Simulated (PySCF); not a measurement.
**Computed vibrations of [Ho(NH2)2]+**

[Ho(NH2)2]+ (singlet in the valence; each metal's 4f electrons, 10 of them, lie in its core potential, out of spins and levels). PySCF 2.14.0, RKS PBE0, Ho lcecp-1-SVP with ECP56, N def2-SVP, H def2-SVP; non-relativistic Hamiltonian with scalar-relativistic core potentials where named; density fitting; no spin-orbit coupling. Central differences of gradients.

```xyz
7

Ho    0.0000    0.0000   -0.2124
N     1.6245   -0.1647    1.0421
H     2.6212   -0.2618    0.8378
H     1.5434   -0.1660    2.0618
N    -1.6245    0.1647    1.0421
H    -2.6212    0.2618    0.8378
H    -1.5434    0.1660    2.0618
```

Run from Python with OMP_NUM_THREADS=2. Where DIIS fails, smearing, a level shift and second-order steps follow.
It took 46 s on 2 threads of Arm Neoverse V1, on a shared host.

Problem. What are the harmonic wavenumbers and infrared intensities?

Solution. Negative numbers are unstable modes, those under 60 cm⁻¹ near the noise; a finer grid moves soft modes by up to 10 cm⁻¹.
```csv
cm⁻¹,km/mol
139,0.0
217,0.0
264,3.5
372,26.5
458,38.8
606,0.0
618,151.8
628,473.0
634,39.5
1504,40.1
1515,39.2
3527,141.8
3533,70.8
3609,61.8
3611,46.8
```

Problem. Is this a minimum?

Solution. Yes. Ideal gas at 298.15 K and 1 bar: S = 328.1 J/(mol K), Cp = 85.3 J/(mol K), H − H(0 K) = 17.4 kJ/mol (rigid rotor, harmonic modes, spin degeneracy alone, that of the 4f electrons in the core included).

An lcecp potential fixes the number of 4f electrons, so in runs with it no electron can move into or out of that shell.
